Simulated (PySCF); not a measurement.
C$_{2}$H$_{6}$, charge +1, doublet, geometry from GFN2-xTB (a state made from the parent by changing its charge; the spin is typed, not shown lowest); HSE06/cc-pVDZ (PySCF).

Here is a job for PySCF.
```python
from pyscf import gto, scf, dft

mol = gto.M(
    atom='''
C    -0.718749    0.136340   -0.025103
C     0.718749   -0.136340    0.025103
H    -1.256104   -0.586564   -0.677107
H    -0.972354    1.161056   -0.292177
H    -1.231874   -0.165888    0.913944
H     0.972354   -1.161056    0.292177
H     1.256104    0.586564    0.677107
H     1.231874    0.165888   -0.913944
''',
    basis='cc-pvdz',
    charge=1,
    spin=1,
    verbose=4,
)

mf = dft.UKS(mol)
mf.xc = 'hse06'
mf.kernel()
```

**Question.** What does PySCF print? Leave out banner, timings and long lists.

**Answer.** 
```
PySCF version 2.14.0

[INPUT] verbose = 4
[INPUT] num. atoms = 8
[INPUT] num. electrons = 17
[INPUT] charge = 1
[INPUT] spin (= nelec alpha-beta = 2S) = 1
[INPUT] symmetry False subgroup None
[INPUT] Mole.unit = angstrom
[INPUT] Symbol           X                Y                Z      unit          X                Y                Z       unit  Magmom
[INPUT]  1 C     -0.718749000000   0.136340000000  -0.025103000000 AA   -1.358238762305   0.257645259823  -0.047437794905 Bohr   0.0
[INPUT]  2 C      0.718749000000  -0.136340000000   0.025103000000 AA    1.358238762305  -0.257645259823   0.047437794905 Bohr   0.0
[INPUT]  3 H     -1.256104000000  -0.586564000000  -0.677107000000 AA   -2.373692543971  -1.108445314529  -1.279546787026 Bohr   0.0
[INPUT]  4 H     -0.972354000000   1.161056000000  -0.292177000000 AA   -1.837482756125   2.194077855283  -0.552134509897 Bohr   0.0
[INPUT]  5 H     -1.231874000000  -0.165888000000   0.913944000000 AA   -2.327904479972  -0.313482887352   1.727103853189 Bohr   0.0
[INPUT]  6 H      0.972354000000  -1.161056000000   0.292177000000 AA    1.837482756125  -2.194077855283   0.552134509897 Bohr   0.0
[INPUT]  7 H      1.256104000000   0.586564000000   0.677107000000 AA    2.373692543971   1.108445314529   1.279546787026 Bohr   0.0
[INPUT]  8 H      1.231874000000   0.165888000000  -0.913944000000 AA    2.327904479972   0.313482887352  -1.727103853189 Bohr   0.0

nuclear repulsion = 42.715828706279
number of shells = 28
number of NR pGTOs = 94
number of NR cGTOs = 58
basis = cc-pvdz
ecp = {}

******** <class 'pyscf.dft.uks.UKS'> ********
method = UKS
initial guess = minao
damping factor = 0
level_shift factor = 0
DIIS = <class 'pyscf.scf.diis.CDIIS'>
diis_start_cycle = 1
diis_space = 8
diis_damp = 0
SCF conv_tol = 1e-09
SCF conv_tol_grad = None
SCF max_cycles = 50
direct_scf = True
direct_scf_tol = 1e-13
number electrons alpha = 9  beta = 8
XC library pyscf.dft.libxc version 7.1.2
    S. Lehtola, C. Steigemann, M. J. T. Oliveira, and M. A. L. Marques,  SoftwareX 7, 1–5 (2018)
XC functionals = hse06
    J. Heyd, G. E. Scuseria, and M. Ernzerhof,  J. Chem. Phys. 118, 8207 (2003)
    J. Heyd, G. E. Scuseria, and M. Ernzerhof,  J. Chem. Phys. 124, 219906 (2006)
    A. V. Krukau, O. A. Vydrov, A. F. Izmaylov, and G. E. Scuseria,  J. Chem. Phys. 125, 224106 (2006)
radial grids:
    Treutler-Ahlrichs [JCP 102, 346 (1995); DOI:10.1063/1.469408] (M4) radial grids

becke partition: Becke, JCP 88, 2547 (1988); DOI:10.1063/1.454033
pruning grids: <function nwchem_prune>
grids dens level: 3
symmetrized grids: False
atomic radii adjust function: <function treutler_atomic_radii_adjust>
small_rho_cutoff = 0
Set gradient conv threshold to 3.16228e-05
tot grids = 87088
init E= -79.6437698627603

cycle= 1 E= -79.2969035240247  delta_E= 0.347  |g|= 0.101  |ddm|=  1.6
cycle= 2 E= -79.3036358278937  delta_E= -0.00673  |g|= 0.0363  |ddm|= 0.165
cycle= 3 E= -79.304177019369  delta_E= -0.000541  |g|= 0.0206  |ddm|= 0.0432
cycle= 4 E= -79.3044074287522  delta_E= -0.00023  |g|= 0.00315  |ddm|= 0.0167
cycle= 5 E= -79.3044147096069  delta_E= -7.28e-06  |g|= 0.000591  |ddm|= 0.00367
cycle= 6 E= -79.3044151137234  delta_E= -4.04e-07  |g|= 0.000104  |ddm|= 0.00107
cycle= 7 E= -79.3044151317252  delta_E= -1.8e-08  |g|= 1.73e-05  |ddm|= 0.000221
cycle= 8 E= -79.304415132049  delta_E= -3.24e-10  |g|= 5.17e-06  |ddm|= 2.62e-05
Extra cycle  E= -79.3044151320739  delta_E= -2.49e-11  |g|= 2.22e-06  |ddm|= 6.44e-06
converged SCF energy = -79.3044151320739  <S^2> = 0.75370319  2S+1 = 2.0036998
```
